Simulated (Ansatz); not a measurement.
This Ansatz (a first-principles code) input (B2PLYP/aug-cc-pV(D+d)Z) gives -329.19537 Eh with 82 basis functions. A basis named .json is the Basis Set Exchange file of that set (core-valence sets with the plain set on hydrogen).

Ansatz 0.2 input:
```yaml
crystal:
  periodic: [false, false, false]
  atoms:
    - {symbol: C, position_ang: [-1.11056998, 0.02553653, -0.04779558]}
    - {symbol: Si, position_ang: [0.64940984, -0.11713465, 0.02966460]}
    - {symbol: H, position_ang: [-1.69010245, 0.94834355, -0.08800704]}
    - {symbol: H, position_ang: [-1.74251990, -0.86510146, -0.05979506]}
    - {symbol: H, position_ang: [1.00430453, 1.40342380, 0.01927110]}
basis:
  gaussian:
    orbitals: aug-cc-pV_D+d_Z.json
hamiltonian:
  xc: {name: B2PLYP}
total_charge: -1
magnetization: {spin_polarized: false}
correlation: {electrons: outside_noble_gas}
```

Change:
```diff
- orbitals: aug-cc-pV_D+d_Z.json
+ orbitals: def2-SV_P_.json
```

Question: What does the run give now?

Answer: -329.02975 Eh (B2PLYP/def2-SV(P), 38 functions), a change of +165.62 mEh.
